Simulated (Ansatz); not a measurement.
`[CH3][GeH3]` + `OBF` → `FB[O][GeH3]` + CH₄  (ligand exchange at a Ge–C bond)

Computed with Ansatz on PBE0-D4/def2-TZVP structures; ΔE is electronic, products minus reactants. CBS: MP2 limit from def2 TZ/QZ plus the TZ coupled-cluster correction, frozen cores. This one scheme is used for every species. DFT in def2-TZVPP. B3LYP here is the variant with VWN-RPA as its local correlation; programs differ in this. HSE06 is defined as in plane-wave codes. For Ge outer-core shells are correlated without core-valence functions, which leaves a few kJ/mol of doubt a bond. Scalar relativity is left out up to krypton. Each species was taken in one conformer, which may not be the lowest.

```csv
level,ΔE (kcal/mol),difference from CCSD(T)/CBS
PBE-D4,-9.0,1.0
revPBE-D4,-9.1,0.9
BLYP-D4,-11.4,-1.4
r2SCAN-D4,-10.8,-0.8
B97M-V,-12.0,-2.0
r2SCANh-D4,-10.6,-0.6
r2SCAN0-D4,-10.4,-0.4
HSE06-D4,-9.1,0.9
BHLYP-D4,-12.2,-2.2
CAM-B3LYP-D4,-11.7,-1.7
ωB97X-V,-11.0,-1.0
ωB97M-V,-10.5,-0.5
B2PLYP,-11.4,-1.4
PBE-QIDH,-9.9,0.1
PBE,-8.9,1.1
revPBE,-9.0,1.0
BLYP,-11.2,-1.2
r2SCAN,-10.7,-0.7
PBE0,-9.0,1.0
B3LYP,-11.2,-1.2
r2SCANh,-10.5,-0.5
HSE06,-9.0,1.0
BHLYP,-11.9,-1.9
CAM-B3LYP,-11.5,-1.5
RPA@PBE/def2-TZVPP,-10.9,-0.9
HF/def2-SVP,-12.5,-2.5
MP2/def2-SVP,-11.3,-1.3
CCSD/def2-SVP,-11.2,-1.2
CCSD(T)/def2-SVP,-11.1,-1.1
HF/def2-TZVPP,-13.7,-3.7
MP2/def2-TZVPP,-10.7,-0.7
SCS-MP2/def2-TZVPP,-11.8,-1.8
CCSD/def2-TZVPP,-10.7,-0.7
CCSD(T)/def2-TZVPP,-10.6,-0.6
HF/def2-QZVPP,-14.1,-4.1
MP2/def2-QZVPP,-10.5,-0.5
SCS-MP2/def2-QZVPP,-11.6,-1.6
HF/CBS(def2),-14.1,-4.1
MP2/CBS(def2),-10.1,-0.1
CCSD/CBS(def2),-10.1,-0.1
CCSD(T)/CBS,-10.0,0
```

Largest T1 diagnostic among the species: 0.013.

In def2-TZVPP, CCSD(T) changes the Hartree–Fock value by +3.1 kcal/mol (the triples alone add +0.1 kcal/mol) and MP2 by +3.0 kcal/mol. Leaving LDA and LC-ωPBE aside and taking each functional with its dispersion term where it has one, the values spread over 3.2 kcal/mol, from BHLYP-D4 to PBE-D4. LDA lies +1.0 kcal/mol from PBE without D4. At CCSD(T), def2-SVP lies −1.1 kcal/mol from the extrapolated value and def2-TZVPP −0.6 kcal/mol.
